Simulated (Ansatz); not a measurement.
Gas-phase reaction R1 → P1 + P2, each structure at its B3LYP-D3(BJ)/def2-TZVP stationary point, reached from a drawn start (curvature not checked).
R1, Cl2OTi (SMILES [O]=[Ti]([Cl])[Cl]) (charge 0, multiplicity 1):
```xyz
4

Ti     0.09161    -0.00042    -0.00240
O      1.68680    -0.00781    -0.02319
Cl    -0.88010     2.00762     0.00596
Cl    -0.89841    -1.99939     0.01964
```
P1, ClOTi (SMILES [O]=[Ti][Cl]) (charge 0, multiplicity 2):
```xyz
3

Ti     0.197     0.004    -0.557
O      1.672    -0.006     0.112
Cl    -1.869     0.002     0.445
```
P2: Cl atom, charge 0, multiplicity 2.

P less R. No zero-point or thermal terms; singlets are restricted closed shells; open shells are unrestricted; no spin–orbit coupling. The spin states of the d-block species are the ones drawn and need not be the lowest.

Frozen-core correlation throughout.

Run with Ansatz (an electronic-structure program) with Gaussian orbitals. No computed number here is a measurement.

Total energies in hartree:

```tsv
structure	PBE/def2-TZVPP	B3LYP/def2-TZVPP	CCSD(T)/def2-QZVPP
R1	-1844.684709	-1845.380841	-1843.434401
P1	-1384.547625	-1385.053123	-1383.570986
P2	-459.958430	-460.167005	-459.695345
```

Task: Work out the reaction energy at each level in kcal/mol (1 hartree = 627.50947 kcal/mol), and say how far PBE/def2-TZVPP lies from CCSD(T)/def2-QZVPP.

Result: 
- PBE/def2-TZVPP: (-1384.547625) + (-459.958430) − (-1844.684709) = 0.178654 hartree = 112.11 kcal/mol
- B3LYP/def2-TZVPP: (-1385.053123) + (-460.167005) − (-1845.380841) = 0.160713 hartree = 100.85 kcal/mol
- CCSD(T)/def2-QZVPP: (-1383.570986) + (-459.695345) − (-1843.434401) = 0.168070 hartree = 105.47 kcal/mol
PBE/def2-TZVPP less CCSD(T)/def2-QZVPP: 6.64 kcal/mol. CCSD(T)/def2-QZVPP is the level counted from, the highest shown, and no exact or measured value.
